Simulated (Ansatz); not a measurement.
System: C3H2F3, charge 0, multiplicity 2. It need not be the lowest isomer of its formula. 
Coordinates optimised at B3LYP-D3(BJ)/def2-TZVP (Ansatz, a program for electronic structure):
SMILES: F/C=C/[C](F)F
```xyz
8

F      2.6351     0.2689     0.1448
C      1.4143    -0.2910     0.2132
C      0.3158     0.4721    -0.1195
C     -0.9717     0.0287    -0.0932
F     -2.0194     0.7677    -0.4139
F     -1.3311    -1.1963     0.2567
H      1.4193    -1.3207     0.5339
H      0.4679     1.4985    -0.4256
```
Charge 0, spin multiplicity 2.

Property: atomisation energy (electronic, to ground-state atoms), in eV. Valence correlation only, unless marked. UHF or UKS for open shells. No spin-orbit coupling. Non-relativistic. The coupled-cluster limit lacks core correlation, which all-electron functionals hold. CBS marks a two-point X^-3 extrapolation of the correlation energy; Hartree-Fock from the larger set.

The UHF reference is spin-contaminated (<S^2> 0.19 over the pure value in the largest basis). 

| level | program | atomisation energy (eV) |
|---|---|---|
| PBE-D4/def2-TZVPD | Ansatz + dftd4 | 36.35 |
| PBE0-D3(BJ)/def2-TZVP | Ansatz + dftd3 | 34.98 |
| PBE0-D3(BJ)/def2-TZVPD | Ansatz + dftd3 | 34.97 |
| BHLYP-D3(BJ)/def2-TZVPD | Ansatz + dftd3 | 32.66 |
| r2SCANh-D4/def2-TZVPD | Ansatz + dftd4 | 34.50 |
| r2SCANh/def2-TZVPD | Ansatz | 34.47 |
| HSE06-D4/def2-TZVPD | Ansatz + dftd4 | (withheld) |
| B2GP-PLYP-D4/def2-TZVPD | Ansatz + dftd4 | 33.92 |
| B2PLYP/def2-TZVPD | Ansatz | 34.03 |
| SCS-MP2/6-31G* | Ansatz | 31.89 |
| SCS-MP2/cc-pVDZ | Ansatz | 31.36 |
| CCSD/STO-3G | Ansatz | 30.46 |
| CCSD/cc-pVDZ | Ansatz | 30.69 |
| CCSD(T)/CBS(cc-pVTZ,cc-pVQZ) | Ansatz | (withheld) |

Q: Some entries are withheld; supply them.

A: 
- HSE06-D4/def2-TZVPD, atomisation energy (eV): 35.01
- CCSD(T)/CBS(cc-pVTZ,cc-pVQZ), atomisation energy (eV): 34.18
